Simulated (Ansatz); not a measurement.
Reactions of CH$_{3}$BClFOSi (`FC1OB(Cl)[SiH2]1`).

Calculated with Ansatz (gas phase, PBE0-D4/def2-TZVP geometries, no zero-point term in ΔE). CBS: MP2 limit from def2 TZ/QZ plus the TZ coupled-cluster correction, frozen cores. This one scheme is used for every species, atoms too. Open shells (•) are unrestricted, without spin–orbit coupling. Spin–orbit coupling would lower the free atoms: a little for B, C, Cl, F, O, Si. One conformer a species, not always the lowest.

(1) Order these by ΔE at CCSD(T)/CBS, lowest first. (Best estimate.)
A. `FC1OB(Cl)[SiH2]1` → B• + C• + Cl• + F• + 3 H• + O• + Si•
B. `FC1OB(Cl)[SiH2]1` → `FB1OC1[SiH2]Cl`
C. `FC1OB(Cl)[SiH2]1` → `FB1OC[SiH]1Cl`
D. `FC1OB(Cl)[SiH2]1` → `F[Si@H](Cl)[C@H]1BO1`

Largest T1 diagnostic: 0.014, for `FC1OB(Cl)[SiH2]1`.

Answers

(1) C (-51.8 kcal/mol), D (-45.6 kcal/mol), B (-38.3 kcal/mol), A (+807.0 kcal/mol).
